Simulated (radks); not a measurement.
Charge is removed step by step from the 3s down level of Ti+, starting from [Ne] 3s(up 1, down 1) 3p6 3d2 4s1. Method: non-relativistic Kohn-Sham, TPSS, spin-polarised, spherical densities, point nucleus; open shells are filled with parallel spins first; meta-GGA in the generalised Kohn-Sham scheme; computed with a radial shooting solver on a logarithmic mesh with Libxc functionals.

| removed (e) | E - E(0) (eV) | eigenvalue (eV) | E minus straight line (eV) |
|---|---|---|---|
| 0 | 0.000 | -68.655 | 0.000 |
| 0.1 | 6.934 | -70.029 | -0.658 |
| 0.2 | 14.007 | -71.435 | -1.176 |
| 0.3 | 21.222 | -72.872 | -1.553 |
| 0.4 | 28.582 | -74.335 | -1.784 |
| 0.5 | 36.090 | -75.823 | -1.868 |
| 0.6 | 43.747 | -77.332 | -1.802 |
| 0.7 | 51.557 | -78.862 | -1.584 |
| 0.8 | 59.520 | -80.411 | -1.213 |
| 0.9 | 67.640 | -81.976 | -0.685 |
| 1 | 75.916 | -83.557 | 0.000 |

Removing the whole electron costs 75.916 eV by Delta-SCF, against 68.655 eV from minus the eigenvalue at the starting occupation. Slater's transition state (half an electron removed) gives 75.823 eV. Integrating minus the eigenvalue over the occupation (Janak's theorem) gives 75.916 eV. The mean slope of the eigenvalue, de/dn, is 14.9 eV per electron.
